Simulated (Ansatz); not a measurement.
Ansatz (a quantum-chemistry and plane-wave program) input file for C2H6O2Si2, SMILES O=C1C[SiH2]O[SiH2]1, PBE-D3(BJ)/def2-SVP. 

Ansatz 0.2 input:
```yaml
crystal:
  periodic: [false, false, false]
  atoms:
    - {symbol: O, position_ang: [-2.02988821, 1.37702882, 0.10220036]}
    - {symbol: C, position_ang: [-1.09225931, 0.65149737, -0.11978891]}
    - {symbol: C, position_ang: [-1.17833769, -0.87036877, -0.15836575]}
    - {symbol: Si, position_ang: [0.49582045, -1.54391124, 0.42966467]}
    - {symbol: O, position_ang: [1.49301082, -0.25067892, 0.02503240]}
    - {symbol: Si, position_ang: [0.76100059, 1.21050928, -0.35296528]}
    - {symbol: H, position_ang: [-1.26207219, -1.15165469, -1.22616964]}
    - {symbol: H, position_ang: [-2.08700624, -1.22347797, 0.35227931]}
    - {symbol: H, position_ang: [0.53208049, -1.79365495, 1.89912949]}
    - {symbol: H, position_ang: [0.92116171, -2.77033119, -0.29926794]}
    - {symbol: H, position_ang: [1.07554117, 1.62356025, -1.75088942]}
    - {symbol: H, position_ang: [1.14340152, 2.28561520, 0.60219266]}
basis:
  gaussian:
    orbitals: def2-SVP
hamiltonian:
  xc: pbe
  dispersion: d3bj
relax: {f_tol: 0.002, max_steps: 200}
```

Output:

```
WARN ansatz: RAYON_NUM_THREADS=1 ignored (pool sized by the plan → 1); use --threads N
Functional definition: PBE
integrals: 0.07 GiB planned
1342 factors; their error is unknown
mean field: 0.38 GiB planned
mean field evaluation 1: about -21986.3805 eV, gradient 7.4e1 eV
mean field evaluation 2: about -21944.5542 eV, gradient 1.6e2 eV
mean field evaluation 4: about -21996.8854 eV, gradient 1.9e1 eV
mean field evaluation 8: about -21997.6315 eV, gradient 1.4e-1 eV
mean field evaluation 16: about -21997.5376 eV, gradient 1.5e-3 eV
mean field -21997.53760781 eV, -808.3945966206 hartree, gradient 5.7e-5 eV, S^2 0.000000; 0 other end points of the search recorded, 0 dependent functions left out
the calculation of the forces begins
reference -21997.53764573 eV, -808.3945980141 hartree; 31, 31 occupied and 91, 91 virtual orbitals, 1342 factors
relax step   1: F+E_penalty+E_count = -21997.85871869 eV  Δ(F+E_penalty+E_count) = +0.000e0 eV  max|allowed force component| = 9.045e-1 eV/Å  Δτ_max = 0.0000 Å  (29 SCF iters, accepted)
these checks for a lower state are left out or cut short: starts, cluster_reference, orbital_swaps, neighbouring_geometries, increment
integrals: 0.07 GiB planned
1342 factors; their error is unknown
mean field: 0.38 GiB planned
mean field -21997.56437871 eV, -808.3955804328 hartree, gradient 7.1e-6 eV, S^2 0.000000; 0 other end points of the search recorded, 0 dependent functions left out
the calculation of the forces begins
reference -21997.56441667 eV, -808.3955818281 hartree; 31, 31 occupied and 91, 91 virtual orbitals, 1342 factors
relax step   2: F+E_penalty+E_count = -21997.88392234 eV  Δ(F+E_penalty+E_count) = -2.520e-2 eV  max|allowed force component| = 3.152e-1 eV/Å  Δτ_max = 0.0232 Å  (33 SCF iters, accepted)
these checks for a lower state are left out or cut short: starts, cluster_reference, orbital_swaps, neighbouring_geometries, increment
integrals: 0.07 GiB planned
1342 factors; their error is unknown
mean field: 0.38 GiB planned
mean field evaluation 32: about -21997.5691 eV, gradient 7.3e-6 eV
mean field -21997.56914768 eV, -808.3957556894 hartree, gradient 7.2e-6 eV, S^2 0.000000; 0 other end points of the search recorded, 0 dependent functions left out
the calculation of the forces begins
reference -21997.56918569 eV, -808.3957570861 hartree; 31, 31 occupied and 91, 91 virtual orbitals, 1342 factors
relax step   3: F+E_penalty+E_count = -21997.88791046 eV  Δ(F+E_penalty+E_count) = -3.988e-3 eV  max|allowed force component| = 7.297e-2 eV/Å  Δτ_max = 0.0107 Å  (33 SCF iters, accepted)
these checks for a lower state are left out or cut short: starts, cluster_reference, orbital_swaps, neighbouring_geometries, increment
integrals: 0.07 GiB planned
1342 factors; their error is unknown
mean field: 0.38 GiB planned
mean field -21997.56938893 eV, -808.3957645552 hartree, gradient 7.3e-6 eV, S^2 0.000000; 0 other end points of the search recorded, 0 dependent functions left out
the calculation of the forces begins
reference -21997.56942692 eV, -808.3957659512 hartree; 31, 31 occupied and 91, 91 virtual orbitals, 1342 factors
relax step   4: F+E_penalty+E_count = -21997.88809398 eV  Δ(F+E_penalty+E_count) = -1.835e-4 eV  max|allowed force component| = 5.973e-2 eV/Å  Δτ_max = 0.0066 Å  (33 SCF iters, accepted)
these checks for a lower state are left out or cut short: starts, cluster_reference, orbital_swaps, neighbouring_geometries, increment
integrals: 0.07 GiB planned
1342 factors; their error is unknown
mean field: 0.38 GiB planned
mean field -21997.56937048 eV, -808.3957638770 hartree, gradient 7.3e-6 eV, S^2 0.000000; 0 other end points of the search recorded, 0 dependent functions left out
the calculation of the forces begins
reference -21997.56940840 eV, -808.3957652708 hartree; 31, 31 occupied and 91, 91 virtual orbitals, 1342 factors
relax step   5: F+E_penalty+E_count = -21997.88824600 eV  Δ(F+E_penalty+E_count) = -1.520e-4 eV  max|allowed force component| = 4.266e-2 eV/Å  Δτ_max = 0.0151 Å  (33 SCF iters, accepted)
these checks for a lower state are left out or cut short: starts, cluster_reference, orbital_swaps, neighbouring_geometries, increment
integrals: 0.07 GiB planned
1342 factors; their error is unknown
mean field: 0.38 GiB planned
mean field -21997.56937988 eV, -808.3957642224 hartree, gradient 1.1e-5 eV, S^2 0.000000; 0 other end points of the search recorded, 0 dependent functions left out
the calculation of the forces begins
reference -21997.56941781 eV, -808.3957656164 hartree; 31, 31 occupied and 91, 91 virtual orbitals, 1342 factors
relax step   6: F+E_penalty+E_count = -21997.88833291 eV  Δ(F+E_penalty+E_count) = -8.691e-5 eV  max|allowed force component| = 1.329e-2 eV/Å  Δτ_max = 0.0038 Å  (25 SCF iters, accepted)
these checks for a lower state are left out or cut short: starts, cluster_reference, orbital_swaps, neighbouring_geometries, increment
integrals: 0.07 GiB planned
1342 factors; their error is unknown
mean field: 0.38 GiB planned
mean field -21997.56937346 eV, -808.3957639867 hartree, gradient 1.5e-5 eV, S^2 0.000000; 0 other end points of the search recorded, 0 dependent functions left out
the calculation of the forces begins
reference -21997.56941139 eV, -808.3957653804 hartree; 31, 31 occupied and 91, 91 virtual orbitals, 1342 factors
relax step   7: F+E_penalty+E_count = -21997.88834542 eV  Δ(F+E_penalty+E_count) = -1.251e-5 eV  max|allowed force component| = 2.811e-3 eV/Å  Δτ_max = 0.0019 Å  (24 SCF iters, accepted)
these checks for a lower state are left out or cut short: starts, cluster_reference, orbital_swaps, neighbouring_geometries, increment
integrals: 0.07 GiB planned
1342 factors; their error is unknown
mean field: 0.38 GiB planned
mean field evaluation 64: about -21997.5694 eV, gradient 5.7e-6 eV
mean field -21997.56936456 eV, -808.3957636595 hartree, gradient 5.7e-6 eV, S^2 0.000000; 0 other end points of the search recorded, 0 dependent functions left out
the calculation of the forces begins
reference -21997.56940248 eV, -808.3957650530 hartree; 31, 31 occupied and 91, 91 virtual orbitals, 1342 factors
relax step   8: F+E_penalty+E_count = -21997.88834723 eV  Δ(F+E_penalty+E_count) = -1.808e-6 eV  max|allowed force component| = 4.246e-4 eV/Å  Δτ_max = 0.0013 Å  (24 SCF iters, accepted)
integrals: 0.07 GiB planned
1342 factors; their error is unknown
mean field: 0.38 GiB planned
mean field -21997.56936456 eV, -808.3957636595 hartree, gradient 5.7e-6 eV, S^2 0.000000; 1 other end points of the search recorded, 0 dependent functions left out
the calculation of the forces begins
reference -21997.56940248 eV, -808.3957650530 hartree; 31, 31 occupied and 91, 91 virtual orbitals, 1342 factors
Total energy: -21997.88838515 eV, -808.4074874499 hartree
Atom 0 at    -2.048662     1.388727     0.132540 Å, force    -0.000023     0.000067     0.000394 eV/Å
Atom 1 at    -1.105256     0.657585    -0.113069 Å, force    -0.000048     0.000196    -0.000229 eV/Å
Atom 2 at    -1.186744    -0.874507    -0.163628 Å, force    -0.000215    -0.000425     0.000078 eV/Å
Atom 3 at     0.497549    -1.549555     0.433775 Å, force     0.000344    -0.000065     0.000241 eV/Å
Atom 4 at     1.517348    -0.256679     0.013808 Å, force    -0.000127     0.000183    -0.000040 eV/Å
Atom 5 at     0.763508     1.215734    -0.359524 Å, force    -0.000083    -0.000193    -0.000164 eV/Å
Atom 6 at    -1.252222    -1.152909    -1.241936 Å, force     0.000102     0.000098     0.000002 eV/Å
Atom 7 at    -2.105792    -1.239201     0.337583 Å, force    -0.000113    -0.000094    -0.000151 eV/Å
Atom 8 at     0.528741    -1.788807     1.916734 Å, force     0.000100     0.000092    -0.000215 eV/Å
Atom 9 at     0.925416    -2.792447    -0.289043 Å, force    -0.000249     0.000007     0.000172 eV/Å
Atom 10 at     1.082814     1.638092    -1.766680 Å, force     0.000402     0.000230    -0.000003 eV/Å
Atom 11 at     1.155753     2.298100     0.602493 Å, force    -0.000090    -0.000096    -0.000084 eV/Å
Dipole moment:     0.079106    -0.314360    -0.122284 e Å
```

Self-consistency was reached.

Cost: around 50 core-seconds (rough).
